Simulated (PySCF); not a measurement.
A GIAO shielding run with PySCF 2.14.0 with density-fitted response routines (density fitting, non-relativistic, gas phase) on SMILES S(CC)c1cnco1, C$_{5}$H$_{7}$NOS:

```
$ OMP_NUM_THREADS=1 python probes_run.py task.json out

{"job": {"kind": "nmr", "xc": "PBE0", "basis": "pcSseg-1"}, "charge": 0, "multiplicity": 1}
C     -2.813999    -0.616834     0.218682
C     -1.323248    -0.582593    -0.049015
S     -0.614574     0.974208     0.622704
C      1.052525     0.749299     0.185574
C      2.156048     1.534153     0.381880
N      3.232869     0.897021    -0.157034
C      2.772796    -0.204165    -0.642553
O      1.446079    -0.367369    -0.472449
H     -3.237104    -1.536747    -0.178809
H     -3.010417    -0.572134     1.287259
H     -3.305976     0.227818    -0.257487
H     -1.108585    -0.600250    -1.117239
H     -0.809142    -1.409203     0.441053
H      2.233694     2.484852     0.862694
H      3.324619    -0.970065    -1.147173
```

Hardware: 1 thread of an Arm Neoverse N1, shared host. The job also computes population analyses, field gradients, ring-centre shieldings.

Q: How large is the calculation?

A: 68 electrons, 178 basis functions and 939 auxiliary functions.

Q: How long does it take?

A: 56 s of wall time, with 14 SCF cycles and 5 response iterations. Times on a shared host scatter by some tens of per cent.
